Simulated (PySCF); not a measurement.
**Radial density of C (carbon, neutral)**

UHF, [He] 2s2 2p2, high-spin 3P determinant. Calculation: PySCF 2.14, in Sapporo-DZP-2012; the spin-free X2C one-electron Hamiltonian (Gaussian nucleus).

```
r (bohr)  4πr²ρ (e/bohr)  4πr²(ρα − ρβ)
 0.00508         0.03830         0.0000
 0.00855          0.1056         0.0000
  0.0144          0.2807         0.0000
  0.0242          0.7023         0.0000
  0.0407           1.637         0.0002
  0.0685           3.325         0.0012
   0.115           5.447         0.0070
   0.194           6.183         0.0372
   0.326           3.959         0.1614
   0.548           1.609         0.4951
   0.922           2.103         1.0273
    1.55           2.132         0.9813
    2.61          0.6689         0.3377
    4.39         0.04838         0.0337
```

Densities and radii are taken from the X2C orbitals without a picture-change correction, which distorts them close to the nucleus.
